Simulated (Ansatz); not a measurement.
Cost and result for the atomization energy of `CCBS` (11 atoms, 10 bonds).

```json
{"atom": "C1", "x (Å)": "-0.934", "y (Å)": "0.633", "z (Å)": "-0.977"}
{"atom": "C2", "x (Å)": "-0.018", "y (Å)": "-0.405", "z (Å)": "-0.330"}
{"atom": "B3", "x (Å)": "0.269", "y (Å)": "-0.147", "z (Å)": "1.183"}
{"atom": "S4", "x (Å)": "1.841", "y (Å)": "-0.359", "z (Å)": "1.985"}
{"atom": "H5", "x (Å)": "-0.467", "y (Å)": "1.621", "z (Å)": "-0.989"}
{"atom": "H6", "x (Å)": "-1.875", "y (Å)": "0.724", "z (Å)": "-0.429"}
{"atom": "H7", "x (Å)": "-1.172", "y (Å)": "0.370", "z (Å)": "-2.011"}
{"atom": "H8", "x (Å)": "-0.517", "y (Å)": "-1.386", "z (Å)": "-0.365"}
{"atom": "H9", "x (Å)": "0.902", "y (Å)": "-0.524", "z (Å)": "-0.913"}
{"atom": "H10", "x (Å)": "-0.601", "y (Å)": "0.200", "z (Å)": "1.929"}
{"atom": "H11", "x (Å)": "2.573", "y (Å)": "-0.726", "z (Å)": "0.917"}
```

The species carries charge 0 and has multiplicity 1. The geometry is a stationary point of PBE0-D4/def2-TZVP. It is one conformer, not always the lowest. Program: Ansatz. Hardware: A = 2 threads of a server CPU on a shared host; B = 2 threads of an AMD EPYC 7R13 on a shared host and a share of an NVIDIA H100 80 GB. Times are those of one run each, without the atoms' runs, and a repeat can differ threefold. Electronic energies, without spin–orbit coupling; frozen cores. CCSD(T)/CBS extrapolates def2-TZVPP and def2-QZVPP, and its time is that of the two runs behind it. T1 = 0.012. HSE06 is the plane-wave form, built on full-range PBE exchange.

CCSD(T)/CBS is a level of theory with its own doubt, some kJ/mol a heavy atom from the limit and from the frozen cores, so smaller differences don't rank the functionals.

| level | functions | atomization (kcal/mol) | difference from CCSD(T)/CBS | per bond |
| --- | --- | --- | --- | --- |
| revPBE-D4/def2-TZVPP [A] | 233 | 971.2 | -0.8 | -0.1 |
| PBE0-D4/def2-TZVPP [A] | 233 | 981.4 | 9.4 | 0.9 |
| BLYP-D4/def2-TZVPP [A] | 233 | 970.2 | -1.8 | -0.2 |
| r2SCAN-D4/def2-TZVPP (with forces) [A] | 233 | 980.8 | 8.8 | 0.9 |
| HSE06-D4/def2-TZVPP [A] | 233 | 982.0 | 10.0 | 1.0 |
| LDA (SPW92)/def2-TZVPP [A] | 233 | 1101.1 | 129.1 | 12.9 |
| CCSD(T)/def2-SVP [A] | 95 | 934.1 | -37.9 | -3.8 |
| CCSD(T)/def2-TZVPP [B] | 233 | 952.4 | -19.6 | -2.0 |
| CCSD(T)/def2-QZVPP [B] | 451 | 963.8 | -8.2 | -0.8 |
| r2SCANh-D4/def2-TZVPP [A] | 233 | 977.3 | 5.3 | 0.5 |
| CCSD(T)/CBS(def2) | – | 972.0 | 0.0 | 0.0 |
| PBE-QIDH/def2-TZVPP [A] | 233 | 974.3 | 2.3 | 0.2 |
| PBE-D4/def2-TZVPP (with forces) [A] | 233 | 990.9 | 18.9 | 1.9 |

(1) Order the runs by time, with rough figures. (Estimate.)

Results:

(1) The calculation gave: LDA (SPW92)/def2-TZVPP [A] 1.9 s; BLYP-D4/def2-TZVPP [A] 2.9 s; CCSD(T)/def2-TZVPP [B] 2.9 s; revPBE-D4/def2-TZVPP [A] 2.9 s; PBE-D4/def2-TZVPP (with forces) [A] 3.7 s; PBE0-D4/def2-TZVPP [A] 4.3 s; HSE06-D4/def2-TZVPP [A] 4.7 s; CCSD(T)/def2-SVP [A] 5.5 s; r2SCAN-D4/def2-TZVPP (with forces) [A] 6 s; r2SCANh-D4/def2-TZVPP [A] 6 s; PBE-QIDH/def2-TZVPP [A] 8.5 s; CCSD(T)/def2-QZVPP [B] 19 s; CCSD(T)/CBS(def2) 22 s.

From BLYP to BHLYP (50 % exact exchange), in def2-TZVPP and without D4, the atomization energy moves by −7.5 kcal/mol: exact exchange takes away binding that semilocal exchange gives to molecules. The D4 term adds +7.1 kcal/mol with B3LYP and +3.7 kcal/mol with PBE0; it sums over pairs of atoms, weighted by their polarisabilities, and B3LYP, whose exchange is more repulsive, gets the larger term. Leaving LDA and LC-ωPBE aside and taking each functional with its dispersion term where it has one, the values, not all of them listed here, spread over 33.0 kcal/mol, from BHLYP-D4 to PBE-D4. LDA lies +114.6 kcal/mol from PBE without D4, its usual overbinding.

B3LYP here is the variant with VWN-RPA as its local correlation; programs differ in this.
